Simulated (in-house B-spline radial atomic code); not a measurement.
## Ionising the chlorine ion Cl²⁺ with different functionals

Computed with a B-spline radial code for spherical atoms: scalar-relativistic (spin-free X2C) Hamiltonian, Fermi nucleus of rms radius 3.3654 fm, spin-polarised at highest spin, spherical fractional occupations for the functionals, and exact exchange of hybrids averaged over the configuration. The ionisation energy is the difference of two self-consistent energies, [Ne] 3s2 3p3 → [Ne] 3s2 3p2, without Breit or QED terms; ε is the level of the shell that loses the electron (its least bound occupied spin orbital).

```json
{"method": "PBE0", "rung": "global hybrid", "ΔSCF (eV)": "39.72", "-ε(3p) (eV)": "34.94"}
{"method": "B3LYP", "rung": "global hybrid", "ΔSCF (eV)": "?", "-ε(3p) (eV)": "?"}
{"method": "TPSSh", "rung": "global hybrid", "ΔSCF (eV)": "39.86", "-ε(3p) (eV)": "34.05"}
{"method": "BHandHLYP", "rung": "global hybrid", "ΔSCF (eV)": "39.49", "-ε(3p) (eV)": "36.46"}
{"method": "r2SCAN0", "rung": "global hybrid", "ΔSCF (eV)": "40.10", "-ε(3p) (eV)": "35.40"}
{"method": "B97-1", "rung": "global hybrid", "ΔSCF (eV)": "39.53", "-ε(3p) (eV)": "34.44"}
{"method": "HSE06", "rung": "range-separated hybrid", "ΔSCF (eV)": "39.71", "-ε(3p) (eV)": "34.52"}
{"method": "wB97X", "rung": "range-separated hybrid", "ΔSCF (eV)": "?", "-ε(3p) (eV)": "?"}
{"method": "CAM-B3LYP", "rung": "range-separated hybrid", "ΔSCF (eV)": "39.55", "-ε(3p) (eV)": "36.26"}
{"method": "LC-wPBE", "rung": "range-separated hybrid", "ΔSCF (eV)": "39.77", "-ε(3p) (eV)": "37.99"}
```

Q: What does wB97X give?

A: ΔSCF 39.52 eV, and -ε(3p) = 37.39 eV.

Q: What does B3LYP give?

A: ΔSCF 39.58 eV, and -ε(3p) = 34.42 eV.

Q: Among the functionals, which spreads more, the ΔSCF values or the orbital energies?

A: The orbital energies: ΔSCF values span about 0.60 eV and the orbital energies 3.95 eV; here energy differences depend much less on the functional than eigenvalues do.

Q: How do they compare with the NIST value?

A: NIST lists 39.8 eV ± 0.11 (semi-empirical, ground level to ground level). Errors run from -0.31 to +0.30 eV; LC-wPBE is closest (-0.03 eV), though others lie within the uncertainty of it, and part of that can be cancellation, since the calculations leave out spin-orbit coupling, Breit-QED terms, multiplet and fine-structure energies.
